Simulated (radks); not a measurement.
Q: Lu4+, configuration [Xe] 4f13 (the NIST ground configuration). All-electron calculation, scalar-relativistic Kohn-Sham, BLYP, spin-unpolarised, spherical densities, finite nucleus; Fermi nuclear charge, rms radius 5.37 fm. Program: a radial shooting solver on a logarithmic mesh with Libxc functionals. Some entries of the table are withheld. Estimate them.

| orbital | occ. | eigenvalue (hartree) | <r> (bohr) |
|---|---|---|---|
| 1s | 2 | -2325.528 | 0.01932 |
| 2s | 2 | -397.3862 | 0.08184 |
| 2p | 6 | -349.8923 | 0.07291 |
| 3s | 2 | -91.46699 | 0.2127 |
| 3p | 6 | (1) | 0.2123 |
| 3d | 10 | -60.07052 | (2) |
| 4s | 2 | -19.64630 | 0.4775 |
| 4p | 6 | -14.96080 | 0.5071 |
| 4d | 10 | -8.84381 | 0.5457 |
| 5s | 2 | -3.87662 | 1.143 |
| 5p | 6 | (3) | 1.325 |
| 4f | 13 | -2.10790 | 0.6831 |

A: 
(1) 3p eigenvalue (hartree): -77.21021
(2) 3d <r> (bohr): 0.1925
(3) 5p eigenvalue (hartree): -2.73762
